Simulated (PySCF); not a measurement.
CH5FN2Si2, SMILES N1=C[Si@@H](F)N[SiH2]1. Atoms are numbered in the order given.

```xyz
11

F     -2.0253     1.2116    -0.3166
Si    -1.0228    -0.0417    -0.6091
C     -0.5658    -0.9330     1.0202
N      0.6645    -0.8918     1.3847
Si     1.7279    -0.0261     0.2573
N      0.5864     0.4400    -0.9880
H     -1.7125    -0.8250    -1.6679
H     -1.2949    -1.4564     1.6748
H      2.3688     1.1198     0.9615
H      2.7907    -0.9442    -0.2407
H      0.8438     0.9110    -1.8501
```
Charge 0, spin multiplicity 1.

Geometry optimised at r2SCAN-D4/def2-SVP. The structure was generated by enumeration; whether it is a known compound was not checked.

Level of theory: SMD-B3LYP/6-31G* run with PySCF.

Solvation free energies are E(SMD) − E(gas) at the gas-phase geometry, for 1 M in both phases. In vacuum the dipole moment is 2.09 D.

Computed solvation free energies in water, chloroform, chlorobenzene:
```json
[
 {"solvent": "water", "ΔG(solv) (kcal/mol)": "-1.6", "its non-electrostatic (CDS) part": "4.4", "dipole (D)": "2.64"},
 {"solvent": "chloroform", "ΔG(solv) (kcal/mol)": "-3.5", "its non-electrostatic (CDS) part": "0.7", "dipole (D)": "2.46"},
 {"solvent": "chlorobenzene", "ΔG(solv) (kcal/mol)": "-3.4", "its non-electrostatic (CDS) part": "1.1", "dipole (D)": "2.49"}
]
```
